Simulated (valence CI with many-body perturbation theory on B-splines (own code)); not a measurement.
# E1 line list for Yb LVII

Computed by valence CI with perturbative core correlation (CI+MBPT): four valence electrons over a frozen Dirac-Fock core [Ne], a basis of 11 s, 11 p, 10 d, 8 f, 5 g, 2 h functions for each j, with the one-electron correlation potential Σ1, the two-electron term Σ2, the three-electron term Σ3, Breit, model QED; selected CI, second order for the rest, scaled by the run's own slope (own B-spline code, finite nucleus).

The last digits are not significant, and no measured levels were compared; by estimate large intervals hold to a few tenths of a per cent, small ones and those within an open d or f shell to about a per cent. Among the levels kept, up to 550 cm⁻¹ of a level comes from second order outside the variational space, and about a tenth of that is noise between levels of different J, which matters for small intervals.

Lines 1 to 50 of 536 in falling wavelength, among levels below 1428.3 eV, chosen from the strongest by gf and those to the six lowest levels. Wavelengths and rates use the calculated energies. Electric multipoles are in the length gauge, E1 and E2 with the static RPA response of the core. Weak lines are less certain than strong ones. Lines between different terms over intervals too small for the method are left out, as are lines whose strength nearly cancels. The highest levels of a list are the least certain.

Levels are named by their leading jj configuration (3d3/2^4 stands for four electrons in 3d with j = 3/2), which in mixed levels can hold well under half, so a name can repeat and another be missing. Letters in brackets count levels of one name in rising energy.

```tsv
λ vac (nm)	Upper	Lower	A (s⁻¹)	S (a.u.)
12.40	(3s^2 3p3/2^2) J=2	(3s 3p1/2^2 3p3/2) J=1	7.22e+07	3.40e-04
10.52	(3s 3p1/2 3d3/2 3d5/2) J=4 [a]	(3s^2 3d3/2 3d5/2) J=3	5.13e+09	2.65e-02
9.820	(3s 3p1/2 3p3/2 3d3/2) J=4	(3s^2 3p3/2 3d3/2) J=3	7.89e+09	3.32e-02
9.818	(3s^2 3p3/2^2) J=2	(3s 3p1/2^2 3p3/2) J=2	6.05e+07	1.41e-04
9.759	(3p1/2 3p3/2^2 3d3/2) J=4	(3s 3p3/2^2 3d3/2) J=3 [b]	6.87e+09	2.84e-02
9.752	(3s 3p1/2 3d3/2 3d5/2) J=5	(3s^2 3d3/2 3d5/2) J=4	1.23e+10	6.21e-02
9.128	(3p1/2 3p3/2^2 3d5/2) J=5	(3s 3p3/2^2 3d5/2) J=4 [b]	1.08e+10	4.47e-02
9.091	(3s 3p1/2 3d3/2 3d5/2) J=3 [c]	(3s^2 3d3/2 3d5/2) J=3	7.77e+09	2.02e-02
8.648	(3s 3p1/2 3d3/2 3d5/2) J=3 [d]	(3s^2 3d3/2 3d5/2) J=2	1.07e+10	2.40e-02
8.558	(3p1/2^2 3d3/2^2) J=2	(3s 3p1/2 3d3/2^2) J=1 [a]	1.34e+10	2.07e-02
8.550	(3s 3p1/2 3d5/2^2) J=5	(3s^2 3d5/2^2) J=4	2.38e+10	8.08e-02
8.534	(3s 3p1/2^2 3p3/2) J=2	(3s^2 3p1/2 3p3/2) J=2	9.97e+09	1.53e-02
8.456	(3s 3p1/2 3p3/2 3d5/2) J=5	(3s^2 3p3/2 3d5/2) J=4	1.81e+10	5.94e-02
8.427	(3p1/2^2 3d3/2 3d5/2) J=4	(3s 3p1/2 3d3/2 3d5/2) J=3 [e]	2.25e+10	5.99e-02
8.398	(3s 3p1/2 3d5/2^2) J=3 [a]	(3s^2 3d5/2^2) J=2	2.09e+10	4.28e-02
8.343	(3s 3p1/2 3p3/2^2) J=3	(3s^2 3p3/2^2) J=2	1.17e+10	2.35e-02
8.287	(3s 3p1/2 3d3/2 3d5/2) J=4 [c]	(3s^2 3d3/2 3d5/2) J=4	1.16e+10	2.94e-02
8.271	(3s 3p1/2 3p3/2 3d5/2) J=4 [c]	(3s^2 3p3/2 3d5/2) J=3	1.05e+10	2.63e-02
8.136	(3s 3p1/2^2 3d5/2) J=3	(3s^2 3p1/2 3d5/2) J=3	1.41e+10	2.63e-02
8.111	(3p1/2^2 3p3/2 3d5/2) J=4	(3s 3p1/2 3p3/2 3d5/2) J=3 [c]	1.65e+10	3.92e-02
8.088	(3s 3p1/2^2 3d5/2) J=3	(3s^2 3p1/2 3d5/2) J=2	2.29e+10	4.19e-02
8.081	(3s 3p1/2 3d5/2^2) J=1 [b]	(3s^2 3d5/2^2) J=0	2.33e+10	1.82e-02
8.048	(3s 3p1/2^2 3p3/2) J=2	(3s^2 3p1/2 3p3/2) J=1	1.25e+10	1.60e-02
8.037	(3s 3p1/2 3p3/2 3d3/2) J=3 [c]	(3s^2 3p3/2 3d3/2) J=3	1.44e+10	2.58e-02
7.941	(3s 3p1/2 3p3/2 3d5/2) J=3 [b]	(3s^2 3p3/2 3d5/2) J=2	1.25e+10	2.17e-02
7.917	(3p1/2 3p3/2^2 3d5/2) J=4 [b]	(3s 3p3/2^2 3d5/2) J=3 [a]	1.43e+10	3.14e-02
7.892	(3s 3p1/2 3d5/2^2) J=2 [b]	(3s^2 3d5/2^2) J=2	2.26e+10	2.74e-02
7.856	(3s 3p1/2^2 3d3/2) J=1	(3s^2 3p1/2 3d3/2) J=2	2.85e+10	2.05e-02
7.824	(3p1/2^2 3p3/2 3d3/2) J=3	(3s 3p1/2 3p3/2 3d3/2) J=3 [c]	1.95e+10	3.22e-02
7.788	(3s 3p1/2 3d5/2^2) J=4 [b]	(3s^2 3d5/2^2) J=4	1.92e+10	4.04e-02
7.787	(3p1/2^2 3d3/2 3d5/2) J=4	(3s 3p1/2 3d3/2 3d5/2) J=4 [c]	1.92e+10	4.04e-02
7.759	(3s 3p1/2 3d3/2 3d5/2) J=3 [b]	(3s 3p1/2 3p3/2 3d5/2) J=2 [c]	1.36e+10	2.20e-02
7.757	(3p1/2^2 3d3/2 3d5/2) J=2	(3s 3p1/2 3d3/2 3d5/2) J=3 [d]	2.46e+10	2.84e-02
7.717	(3s 3p1/2 3p3/2 3d5/2) J=2 [b]	(3s^2 3p3/2 3d5/2) J=2	1.50e+10	1.70e-02
7.667	(3s 3p1/2 3d3/2 3d5/2) J=3 [e]	(3s^2 3d3/2 3d5/2) J=4	2.08e+10	3.23e-02
7.648	(3p1/2^2 3d3/2^2) J=0	(3s 3p1/2 3d3/2^2) J=1 [b]	9.52e+10	2.10e-02
7.641	(3p1/2 3p3/2^2 3d3/2) J=4	(3s 3p3/2^2 3d3/2) J=4	1.56e+10	3.09e-02
7.590	(3s 3p1/2 3d5/2^2) J=3 [b]	(3s^2 3d5/2^2) J=4	2.35e+10	3.54e-02
7.561	(3p1/2^2 3p3/2 3d5/2) J=4	(3s 3p1/2 3p3/2 3d5/2) J=4 [b]	9.93e+09	1.91e-02
7.536	(3s 3p1/2^2 3d3/2) J=2	(3s^2 3p1/2 3d3/2) J=2	2.17e+10	2.29e-02
7.527	(3p1/2^2 3d3/2 3d5/2) J=2	(3s 3p1/2 3d3/2 3d5/2) J=1 [b]	1.77e+10	1.86e-02
7.507	(3s 3p1/2 3p3/2 3d5/2) J=3 [d]	(3s^2 3p3/2 3d5/2) J=3	1.90e+10	2.78e-02
7.496	(3s 3p1/2^2 3d5/2) J=2	(3s^2 3p1/2 3d5/2) J=3	3.17e+10	3.29e-02
7.467	(3p1/2 3p3/2^2 3d3/2) J=3 [a]	(3s 3p3/2^2 3d3/2) J=3 [a]	1.83e+10	2.64e-02
7.465	(3p1/2^2 3d3/2 3d5/2) J=3	(3s 3p1/2 3d3/2 3d5/2) J=3 [c]	3.69e+10	5.30e-02
7.375	(3p1/2^2 3p3/2 3d5/2) J=2	(3s 3p1/2 3p3/2 3d5/2) J=2 [b]	2.52e+10	2.50e-02
7.294	(3p1/2 3p3/2^3) J=2	(3s 3p3/2^3) J=2	1.84e+10	1.76e-02
7.241	(3p1/2^2 3d3/2 3d5/2) J=2	(3s 3p1/2 3d3/2 3d5/2) J=2 [b]	3.16e+10	2.96e-02
7.225	(3s 3p1/2^2 3p3/2) J=1	(3s^2 3p1/2 3p3/2) J=2	3.70e+10	2.07e-02
7.199	(3p1/2^2 3p3/2 3d5/2) J=2	(3s 3p1/2 3p3/2 3d5/2) J=1 [a]	2.07e+10	1.91e-02
```
